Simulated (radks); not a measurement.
Q: Successive ionisation energies (eV) of one element, from differences of total energies of ions in their ground configurations, starting at charge 44: 2259.0, 2441.8, 2503.9, 2666.0, 2725.6, 4535.7, 4671.4, 4808.5, 4947.1, 5087.1, 5228.5, 5464.6, 5612.2, 5761.1, 5911.5, 6314.4, 6444.4, 6575.0, 6705.9, 7283.7, 7424.5, 7720.5. All-electron calculation, Dirac Kohn-Sham, relativistic LDA (MacDonald-Vosko exchange, VWN5 correlation), spin-unpolarised, spherical densities, finite nucleus; open shells fill j = l - 1/2 first; Fermi nuclear charge, rms radius 5.4032 fm. Program: a radial shooting solver on a logarithmic mesh with Libxc functionals. Which element is it?

A: Iridium (Z = 77). The first species listed is Ir44+ in [Ar] 3d10 4s2 4p3, the last Ir65+ in [Ne] 3s2.
